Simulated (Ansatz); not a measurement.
Relaxation of Te9Pb8⁻ with UKS PBE-D4/def2-SVP.

```sh
$ ansatz run in.yaml --threads 2 --pin off --events-out ev --progress --plain --max-ram 32768MiB --backend cuda --devices 0, --max-vram 18GiB
```

```yaml
crystal:
  periodic: [false, false, false]
  atoms:
    - {symbol: Pb, position_ang: [0.929200, 2.474460, 2.210280]}
    - {symbol: Pb, position_ang: [0.454020, 3.868810, -1.630430]}
    - {symbol: Pb, position_ang: [0.036230, -3.138830, 2.905270]}
    - {symbol: Pb, position_ang: [-2.352730, 0.284620, 2.576040]}
    - {symbol: Pb, position_ang: [-1.190170, -0.883680, -0.622310]}
    - {symbol: Pb, position_ang: [-4.140320, 1.831250, 0.464350]}
    - {symbol: Pb, position_ang: [3.470270, 0.201370, -1.375520]}
    - {symbol: Pb, position_ang: [1.946000, -3.972070, 0.503970]}
    - {symbol: Te, position_ang: [0.766120, 2.186970, -3.903390]}
    - {symbol: Te, position_ang: [2.692910, 2.735290, -0.084230]}
    - {symbol: Te, position_ang: [-2.578230, -2.504390, 1.790550]}
    - {symbol: Te, position_ang: [-1.232310, 2.250090, 0.240800]}
    - {symbol: Te, position_ang: [-3.899430, -0.010200, -1.668240]}
    - {symbol: Te, position_ang: [0.936670, -0.355480, -2.701830]}
    - {symbol: Te, position_ang: [0.530040, -0.391870, 2.027080]}
    - {symbol: Te, position_ang: [3.238460, -1.404620, 1.028170]}
    - {symbol: Te, position_ang: [0.393260, -3.171700, -1.760560]}
basis:
  gaussian: {orbitals: def2-SVP, fitting: {mean_field: def2-universal-jkfit}}
total_charge: -1
magnetization: {spin_polarized: true, initial_magnetization: 1}
hamiltonian: {xc: pbe, dispersion: d4}
scf: {lower_state_search: "off"}
output: {orbitals: {seedname: orbitals}}
relax: {f_tol: 0.03, max_steps: 70}
```

Hardware: 2 threads of AMD EPYC 7R13 on a shared host and a share (18 GiB) of an NVIDIA H100 80GB HBM3. Wall time 5 min, peak host memory 1.1 GiB.

Positions (Å) and forces (eV/Å) at steps 1, 2, 3, 4, 5, 6, 7, 8, 9, 10, 11, 13, 14, 15, 16, 17, 18 of 40:

```xyz
17
step=1 energy=-107658.1800 eV
Pb    0.929    2.474    2.210    0.284    0.725    0.883
Pb    0.454    3.869   -1.630   -0.064    0.528   -0.457
Pb    0.036   -3.139    2.905    0.022   -0.458    0.506
Pb   -2.353    0.285    2.576   -0.364    0.096    0.779
Pb   -1.190   -0.884   -0.622   -0.195   -0.205   -0.086
Pb   -4.140    1.831    0.464   -0.782    0.125   -0.068
Pb    3.470    0.201   -1.376    0.559   -0.130   -0.497
Pb    1.946   -3.972    0.504    0.145   -0.439   -0.015
Te    0.766    2.187   -3.903    0.059    0.538   -0.428
Te    2.693    2.735   -0.084    0.689    0.386    0.242
Te   -2.578   -2.504    1.791   -0.583   -0.462    0.095
Te   -1.232    2.250    0.241   -0.335    0.424   -0.256
Te   -3.899   -0.010   -1.668   -0.333    0.051   -0.279
Te    0.937   -0.355   -2.702   -0.036   -0.099   -0.708
Te    0.530   -0.392    2.027    0.259   -0.161    0.128
Te    3.238   -1.405    1.028    0.707   -0.062    0.382
Te    0.393   -3.172   -1.761   -0.030   -0.856   -0.220
17
step=2 energy=-107658.9553 eV
Pb    0.976    2.607    2.344   -0.034   -0.105   -0.312
Pb    0.482    3.971   -1.705    0.188   -0.101    0.008
Pb    0.015   -3.223    2.993   -0.182    0.054    0.029
Pb   -2.430    0.278    2.700    0.161   -0.203   -0.055
Pb   -1.239   -0.947   -0.650    0.132   -0.032   -0.011
Pb   -4.296    1.839    0.452   -0.088   -0.138   -0.148
Pb    3.564    0.181   -1.460   -0.237    0.000    0.066
Pb    1.986   -4.042    0.515    0.050    0.126   -0.080
Te    0.791    2.290   -4.006    0.090    0.051   -0.011
Te    2.820    2.821   -0.036   -0.089    0.041    0.101
Te   -2.683   -2.583    1.851    0.031    0.076    0.194
Te   -1.301    2.345    0.243    0.023    0.115    0.251
Te   -3.985    0.008   -1.717   -0.163    0.139    0.043
Te    0.941   -0.383   -2.868    0.050    0.046   -0.042
Te    0.572   -0.404    2.078   -0.133    0.154    0.101
Te    3.395   -1.430    1.079    0.127   -0.078   -0.159
Te    0.391   -3.327   -1.812    0.076   -0.146    0.024
17
step=3 energy=-107659.0381 eV
Pb    0.982    2.614    2.292   -0.039    0.022   -0.036
Pb    0.576    3.885   -1.671    0.010    0.053    0.002
Pb   -0.035   -3.190    3.015   -0.058   -0.005    0.017
Pb   -2.397    0.248    2.721    0.096   -0.017   -0.036
Pb   -1.243   -0.959   -0.644    0.110   -0.003   -0.080
Pb   -4.341    1.756    0.455   -0.074   -0.125   -0.128
Pb    3.444    0.225   -1.469    0.052   -0.016   -0.060
Pb    1.976   -3.979    0.506    0.038    0.054    0.000
Te    0.913    2.307   -4.042    0.085    0.000    0.021
Te    2.927    2.876    0.031   -0.149   -0.089    0.045
Te   -2.727   -2.583    1.889    0.040    0.034    0.096
Te   -1.349    2.374    0.289    0.067    0.092    0.057
Te   -4.024   -0.036   -1.726   -0.098    0.098    0.084
Te    0.884   -0.391   -2.934   -0.040   -0.021    0.060
Te    0.590   -0.388    2.083   -0.103    0.020    0.082
Te    3.440   -1.411    1.045    0.050   -0.075   -0.119
Te    0.384   -3.348   -1.840    0.012   -0.020   -0.004
17
step=4 energy=-107659.0847 eV
Pb    0.928    2.620    2.306    0.016    0.021    0.029
Pb    0.603    3.884   -1.652    0.005    0.032    0.026
Pb   -0.042   -3.180    3.054    0.008   -0.001   -0.012
Pb   -2.361    0.275    2.735    0.044    0.044   -0.001
Pb   -1.234   -0.948   -0.648    0.087   -0.002   -0.069
Pb   -4.381    1.698    0.437   -0.025   -0.075   -0.052
Pb    3.434    0.227   -1.541    0.008    0.021   -0.032
Pb    1.968   -3.958    0.498    0.019    0.049    0.043
Te    1.049    2.323   -4.022    0.032   -0.047    0.005
Te    2.892    2.816    0.073   -0.071   -0.034    0.005
Te   -2.718   -2.548    1.940   -0.049   -0.047    0.021
Te   -1.387    2.421    0.309   -0.001    0.044   -0.027
Te   -4.058   -0.071   -1.736   -0.031    0.034    0.053
Te    0.864   -0.401   -2.963   -0.006   -0.017    0.052
Te    0.600   -0.385    2.103   -0.020    0.004    0.027
Te    3.466   -1.413    0.961    0.034   -0.068   -0.039
Te    0.378   -3.359   -1.853   -0.052    0.042   -0.031
17
step=5 energy=-107659.1037 eV
Pb    0.885    2.642    2.327    0.012    0.008    0.026
Pb    0.627    3.885   -1.638    0.000   -0.015    0.013
Pb   -0.064   -3.152    3.061    0.025   -0.012   -0.010
Pb   -2.312    0.296    2.745   -0.010    0.052    0.018
Pb   -1.216   -0.935   -0.649    0.028   -0.012   -0.069
Pb   -4.411    1.622    0.432    0.018    0.005    0.017
Pb    3.439    0.245   -1.588   -0.007    0.040   -0.007
Pb    1.937   -3.917    0.479    0.005    0.002    0.059
Te    1.161    2.310   -3.993   -0.002   -0.017    0.010
Te    2.858    2.781    0.113    0.002    0.018   -0.013
Te   -2.744   -2.522    1.969   -0.027   -0.031    0.002
Te   -1.422    2.466    0.319   -0.060    0.029   -0.038
Te   -4.085   -0.129   -1.731    0.008   -0.017   -0.008
Te    0.869   -0.423   -2.966    0.001   -0.019   -0.015
Te    0.633   -0.368    2.111    0.038   -0.041    0.029
Te    3.513   -1.428    0.890    0.006   -0.053    0.002
Te    0.331   -3.372   -1.881   -0.036    0.062   -0.016
17
step=6 energy=-107659.0899 eV rejected
Pb    0.848    2.649    2.354   -0.073   -0.037    0.036
Pb    0.628    3.840   -1.643   -0.037    0.011   -0.013
Pb   -0.082   -3.155    3.079   -0.018    0.008    0.046
Pb   -2.228    0.333    2.752   -0.052   -0.040    0.065
Pb   -1.189   -0.887   -0.673   -0.022   -0.049   -0.039
Pb   -4.433    1.516    0.424    0.036   -0.037   -0.038
Pb    3.367    0.357   -1.617    0.049   -0.141    0.019
Pb    1.862   -3.897    0.497   -0.063   -0.036   -0.107
Te    1.349    2.245   -3.969   -0.025    0.305   -0.094
Te    2.841    2.844    0.173    0.010   -0.016    0.008
Te   -2.752   -2.501    2.009   -0.028    0.072    0.011
Te   -1.494    2.547    0.340    0.047    0.034    0.020
Te   -4.075   -0.208   -1.763   -0.055    0.042    0.028
Te    0.847   -0.440   -3.024    0.069   -0.241    0.071
Te    0.724   -0.390    2.160    0.097    0.090   -0.022
Te    3.554   -1.510    0.786    0.034    0.129    0.004
Te    0.233   -3.345   -1.886    0.032   -0.093    0.005
17
step=7 energy=-107659.1141 eV
Pb    0.856    2.649    2.345   -0.014   -0.012    0.023
Pb    0.625    3.874   -1.628   -0.005   -0.029   -0.007
Pb   -0.077   -3.145    3.071   -0.005    0.006    0.008
Pb   -2.264    0.325    2.759   -0.017    0.004    0.019
Pb   -1.195   -0.915   -0.674   -0.006   -0.022   -0.065
Pb   -4.424    1.561    0.432    0.025   -0.005    0.007
Pb    3.408    0.296   -1.610    0.027   -0.025    0.020
Pb    1.895   -3.904    0.485   -0.014   -0.013   -0.008
Te    1.253    2.285   -3.965   -0.017    0.065   -0.038
Te    2.843    2.804    0.147   -0.002    0.002    0.007
Te   -2.753   -2.497    1.989   -0.028    0.001    0.029
Te   -1.465    2.513    0.329   -0.015    0.045    0.012
Te   -4.086   -0.172   -1.744   -0.036    0.002   -0.019
Te    0.877   -0.458   -3.008    0.017   -0.034    0.009
Te    0.685   -0.374    2.132    0.074    0.020    0.030
Te    3.542   -1.469    0.834   -0.001    0.023   -0.006
Te    0.280   -3.373   -1.892    0.017   -0.029   -0.019
17
step=8 energy=-107659.1105 eV rejected
Pb    0.819    2.663    2.386   -0.035   -0.038   -0.010
Pb    0.625    3.836   -1.627   -0.011   -0.008   -0.020
Pb   -0.094   -3.125    3.084   -0.032    0.023    0.012
Pb   -2.209    0.357    2.782    0.001   -0.059   -0.064
Pb   -1.179   -0.901   -0.712   -0.034    0.032    0.111
Pb   -4.432    1.489    0.430    0.048   -0.009   -0.003
Pb    3.398    0.341   -1.627    0.029   -0.057    0.064
Pb    1.845   -3.891    0.480   -0.019    0.001   -0.042
Te    1.332    2.269   -3.972   -0.031    0.090   -0.004
Te    2.819    2.811    0.197    0.015   -0.011   -0.024
Te   -2.774   -2.464    2.025    0.055    0.095   -0.072
Te   -1.511    2.576    0.357    0.002   -0.089    0.011
Te   -4.106   -0.220   -1.766    0.085   -0.009    0.035
Te    0.901   -0.484   -3.048   -0.056   -0.064    0.079
Te    0.751   -0.367    2.166    0.006    0.021   -0.106
Te    3.574   -1.511    0.775   -0.022    0.046   -0.007
Te    0.242   -3.381   -1.929    0.000    0.037    0.040
17
step=9 energy=-107659.1215 eV
Pb    0.835    2.651    2.369   -0.010   -0.018   -0.005
Pb    0.616    3.853   -1.633    0.002   -0.002   -0.009
Pb   -0.091   -3.128    3.076   -0.018    0.010    0.010
Pb   -2.232    0.339    2.768   -0.016    0.001    0.024
Pb   -1.187   -0.905   -0.689   -0.017   -0.018   -0.042
Pb   -4.416    1.526    0.434    0.000   -0.001    0.001
Pb    3.418    0.305   -1.606    0.004   -0.023    0.034
Pb    1.868   -3.905    0.485   -0.015   -0.008   -0.018
Te    1.259    2.287   -3.982   -0.014    0.036   -0.001
Te    2.823    2.800    0.166    0.009    0.001   -0.012
Te   -2.766   -2.474    1.993   -0.008    0.004    0.020
Te   -1.483    2.540    0.341   -0.017    0.020    0.025
Te   -4.090   -0.193   -1.756   -0.021    0.007   -0.011
Te    0.892   -0.460   -3.013    0.030   -0.019   -0.028
Te    0.724   -0.370    2.139    0.065    0.017    0.026
Te    3.558   -1.494    0.814    0.000    0.022   -0.010
Te    0.269   -3.372   -1.907    0.027   -0.027   -0.004
17
step=10 energy=-107659.1229 eV
Pb    0.821    2.651    2.373   -0.001    0.000    0.004
Pb    0.601    3.850   -1.627    0.011   -0.010   -0.014
Pb   -0.112   -3.107    3.086   -0.022    0.013    0.007
Pb   -2.199    0.352    2.781    0.012   -0.008   -0.036
Pb   -1.178   -0.901   -0.714   -0.017    0.033    0.080
Pb   -4.418    1.490    0.442    0.000   -0.013   -0.011
Pb    3.424    0.301   -1.591    0.018   -0.003    0.010
Pb    1.838   -3.906    0.489   -0.013   -0.003   -0.013
Te    1.258    2.296   -3.980   -0.016   -0.003    0.007
Te    2.814    2.803    0.167   -0.010   -0.009   -0.006
Te   -2.781   -2.447    1.996    0.045    0.038   -0.059
Te   -1.512    2.566    0.356    0.004   -0.069    0.008
Te   -4.096   -0.208   -1.766    0.059   -0.011    0.020
Te    0.918   -0.472   -3.033   -0.045    0.019    0.035
Te    0.772   -0.367    2.149   -0.010   -0.012   -0.060
Te    3.578   -1.525    0.802   -0.008    0.008    0.001
Te    0.274   -3.377   -1.929   -0.007    0.027    0.028
17
step=11 energy=-107659.1266 eV
Pb    0.840    2.634    2.374    0.004    0.003    0.008
Pb    0.588    3.847   -1.627    0.004    0.009    0.011
Pb   -0.137   -3.080    3.144   -0.006    0.002   -0.017
Pb   -2.190    0.340    2.782   -0.003    0.044    0.020
Pb   -1.164   -0.892   -0.701   -0.018   -0.003   -0.029
Pb   -4.413    1.468    0.433   -0.002    0.011    0.015
Pb    3.437    0.281   -1.587    0.007    0.004   -0.005
Pb    1.779   -3.867    0.511   -0.002   -0.049    0.018
Te    1.215    2.314   -3.993   -0.003   -0.008    0.002
Te    2.811    2.788    0.148    0.000    0.004   -0.010
Te   -2.766   -2.443    1.951   -0.033   -0.032    0.006
Te   -1.505    2.548    0.374   -0.026   -0.006    0.002
Te   -4.066   -0.218   -1.777   -0.015   -0.010   -0.024
Te    0.911   -0.443   -3.028    0.032    0.016   -0.043
Te    0.786   -0.382    2.136    0.051    0.004    0.056
Te    3.590   -1.533    0.807    0.000    0.015   -0.023
Te    0.285   -3.363   -1.947    0.011   -0.003    0.012
17
step=13 energy=-107659.1323 eV
Pb    0.832    2.634    2.376    0.002    0.000    0.007
Pb    0.569    3.844   -1.620    0.005    0.010    0.003
Pb   -0.186   -3.058    3.136   -0.010    0.004    0.000
Pb   -2.150    0.358    2.800   -0.006    0.029    0.014
Pb   -1.139   -0.869   -0.701   -0.005   -0.002    0.010
Pb   -4.413    1.416    0.438   -0.011   -0.010   -0.013
Pb    3.450    0.276   -1.589   -0.008    0.000   -0.005
Pb    1.760   -3.896    0.533    0.002    0.022   -0.018
Te    1.186    2.330   -4.000   -0.002   -0.023    0.008
Te    2.800    2.782    0.141   -0.003   -0.005   -0.010
Te   -2.801   -2.401    1.924    0.017    0.007   -0.023
Te   -1.533    2.562    0.390   -0.012   -0.030    0.005
Te   -4.045   -0.242   -1.792    0.011    0.004    0.003
Te    0.927   -0.436   -3.043    0.013    0.023   -0.004
Te    0.845   -0.382    2.165    0.025   -0.020   -0.002
Te    3.600   -1.567    0.777   -0.001   -0.006    0.006
Te    0.300   -3.350   -1.936   -0.015   -0.004    0.020
17
step=14 energy=-107659.1375 eV
Pb    0.823    2.614    2.385    0.023   -0.006   -0.008
Pb    0.518    3.836   -1.604    0.015    0.006    0.005
Pb   -0.294   -3.001    3.171    0.011    0.072   -0.026
Pb   -2.057    0.397    2.846   -0.026   -0.034    0.023
Pb   -1.075   -0.814   -0.699   -0.001   -0.011    0.031
Pb   -4.412    1.284    0.438    0.008   -0.064   -0.067
Pb    3.477    0.246   -1.579   -0.004    0.033   -0.017
Pb    1.666   -3.879    0.569    0.036    0.066   -0.026
Te    1.108    2.362   -4.013    0.017   -0.048    0.018
Te    2.766    2.756    0.116   -0.009   -0.005   -0.018
Te   -2.844   -2.303    1.842    0.051    0.065   -0.028
Te   -1.593    2.579    0.435   -0.011   -0.049    0.018
Te   -3.978   -0.296   -1.843    0.029    0.043    0.045
Te    0.960   -0.415   -3.074   -0.026    0.033    0.011
Te    0.981   -0.401    2.216   -0.035   -0.064   -0.024
Te    3.657   -1.636    0.743   -0.056   -0.054    0.008
Te    0.296   -3.328   -1.949   -0.022    0.014    0.055
17
step=15 energy=-107659.1441 eV
Pb    0.834    2.605    2.381    0.026   -0.006    0.000
Pb    0.499    3.827   -1.592    0.008    0.007    0.003
Pb   -0.334   -2.978    3.178    0.025    0.097   -0.028
Pb   -2.029    0.409    2.881   -0.020   -0.044    0.010
Pb   -1.058   -0.798   -0.695    0.011   -0.015    0.016
Pb   -4.406    1.217    0.435    0.008   -0.081   -0.076
Pb    3.480    0.251   -1.583    0.004    0.018   -0.027
Pb    1.639   -3.868    0.582    0.050    0.070   -0.025
Te    1.090    2.360   -4.004    0.020   -0.029   -0.003
Te    2.770    2.765    0.104   -0.024   -0.015   -0.001
Te   -2.862   -2.260    1.814    0.030    0.073   -0.016
Te   -1.612    2.573    0.460   -0.010   -0.029    0.026
Te   -3.944   -0.299   -1.884    0.022    0.052    0.055
Te    0.966   -0.416   -3.080   -0.028    0.024    0.019
Te    1.018   -0.411    2.226   -0.045   -0.068   -0.010
Te    3.668   -1.649    0.722   -0.056   -0.063    0.007
Te    0.283   -3.327   -1.944   -0.020    0.010    0.049
17
step=16 energy=-107659.1764 eV
Pb    0.858    2.591    2.395    0.017   -0.021   -0.027
Pb    0.442    3.789   -1.563    0.005    0.010    0.017
Pb   -0.434   -2.899    3.175    0.093    0.161   -0.018
Pb   -1.957    0.437    2.987    0.011   -0.077   -0.004
Pb   -1.014   -0.757   -0.681    0.038   -0.010   -0.039
Pb   -4.382    1.023    0.431    0.013   -0.157   -0.126
Pb    3.494    0.255   -1.614   -0.006   -0.014   -0.010
Pb    1.592   -3.826    0.603    0.067    0.061   -0.003
Te    1.059    2.351   -3.990    0.019    0.008   -0.040
Te    2.754    2.749    0.080   -0.026    0.006    0.009
Te   -2.924   -2.139    1.747   -0.063    0.114   -0.001
Te   -1.661    2.557    0.542   -0.025    0.023    0.057
Te   -3.845   -0.289   -2.006    0.018    0.093    0.114
Te    0.974   -0.422   -3.098   -0.024   -0.012    0.019
Te    1.106   -0.421    2.246   -0.092   -0.115    0.047
Te    3.698   -1.669    0.669   -0.036   -0.075   -0.019
Te    0.240   -3.329   -1.924   -0.007    0.004    0.023
17
step=17 energy=-107659.2353 eV
Pb    0.863    2.563    2.407    0.020    0.017   -0.069
Pb    0.357    3.730   -1.537    0.014    0.041    0.017
Pb   -0.528   -2.788    3.180    0.211    0.164   -0.030
Pb   -1.867    0.451    3.084   -0.062   -0.089    0.082
Pb   -0.948   -0.703   -0.661   -0.010    0.007   -0.104
Pb   -4.380    0.833    0.405    0.050   -0.200   -0.205
Pb    3.504    0.227   -1.642   -0.006    0.005    0.014
Pb    1.564   -3.801    0.629    0.046    0.071    0.008
Te    1.020    2.362   -4.003    0.012   -0.042   -0.003
Te    2.710    2.707    0.051   -0.018    0.027   -0.022
Te   -2.999   -2.013    1.693   -0.095    0.166   -0.020
Te   -1.748    2.568    0.647    0.058   -0.022    0.082
Te   -3.712   -0.240   -2.133    0.066    0.090    0.192
Te    0.978   -0.417   -3.128   -0.048   -0.014    0.028
Te    1.222   -0.440    2.288   -0.192   -0.188    0.021
Te    3.751   -1.721    0.616   -0.035   -0.065   -0.026
Te    0.213   -3.318   -1.898   -0.011    0.032    0.033
17
step=18 energy=-107659.2981 eV
Pb    0.905    2.543    2.392   -0.081   -0.025   -0.048
Pb    0.291    3.722   -1.512   -0.011   -0.056   -0.012
Pb   -0.562   -2.688    3.174    0.065    0.023   -0.024
Pb   -1.832    0.441    3.226   -0.018   -0.047   -0.060
Pb   -0.905   -0.667   -0.684   -0.048    0.057   -0.019
Pb   -4.355    0.651    0.343   -0.063    0.112   -0.117
Pb    3.490    0.218   -1.652    0.019   -0.002   -0.015
Pb    1.552   -3.777    0.657    0.002   -0.005   -0.007
Te    0.994    2.358   -3.992   -0.023   -0.014    0.033
Te    2.693    2.724    0.000   -0.002   -0.003    0.010
Te   -3.077   -1.877    1.669    0.004   -0.065    0.183
Te   -1.774    2.537    0.764    0.083    0.007    0.100
Te   -3.582   -0.193   -2.237    0.076    0.012   -0.004
Te    0.970   -0.429   -3.146    0.011    0.021   -0.025
Te    1.237   -0.482    2.292   -0.040    0.017    0.032
Te    3.765   -1.762    0.571    0.023    0.005   -0.015
Te    0.191   -3.317   -1.865    0.000   -0.036   -0.012
```

In the def2 sets Pb, Te take a core potential; there is no spin–orbit coupling. Single mean-field runs in def2-SVP are fitted with def2-universal-jkfit. Another isomer (doublet) lies 1.65 eV lower at PBE0-D4/def2-SVP; other spin states weren't run for this one.
